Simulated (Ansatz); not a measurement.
Reaction (cleavage of the B–Si bond): `OB[SiH2][SiH2]F` + NH₃ → `NBO` + `F[SiH2][SiH3]`

Gas-phase electronic energies from Ansatz, PBE0-D4/def2-TZVP geometries. CCSD(T)/CBS adds triple-zeta CCSD(T) − MP2 to the extrapolated MP2 energy (def2 sets, frozen cores). This one scheme is used for every species. DFT in def2-TZVPP. One conformer a species, not always the lowest.

| level | ΔE (kJ/mol) |
| --- | --- |
| r2SCAN-D4 | -128.7 |
| PBE0-D4 | -123.9 |
| ωB97X-V | -128.9 |
| B2PLYP | -135.8 |
| r2SCAN | -129.9 |
| HF/def2-QZVPP | -155.9 |
| MP2/def2-QZVPP | -134.0 |
| HF/CBS(def2) | -156.1 |

(1) What does CCSD(T)/CBS give? (An estimate is asked.)

Largest T1 diagnostic among the species: 0.014.

## Answers

(1) Computed: -127.2 kJ/mol. The listed levels differ from it by -1.5, 3.3, -1.7, -8.6, -2.7, -28.7, -6.8, -28.9 kJ/mol.

The D4 term adds +6.8 kJ/mol with B3LYP and +3.9 kJ/mol with PBE0; it sums over pairs of atoms, weighted by their polarisabilities, and B3LYP, whose exchange is more repulsive, gets the larger term. In def2-TZVPP, CCSD(T) changes the Hartree–Fock value by +26.9 kJ/mol (the triples alone add +4.3 kJ/mol) and MP2 by +20.9 kJ/mol. From PBE to PBE0 (25 % exact exchange), in def2-TZVPP and without D4, ΔE moves by −6.6 kJ/mol.

B3LYP here is the variant with VWN-RPA as its local correlation; programs differ in this.
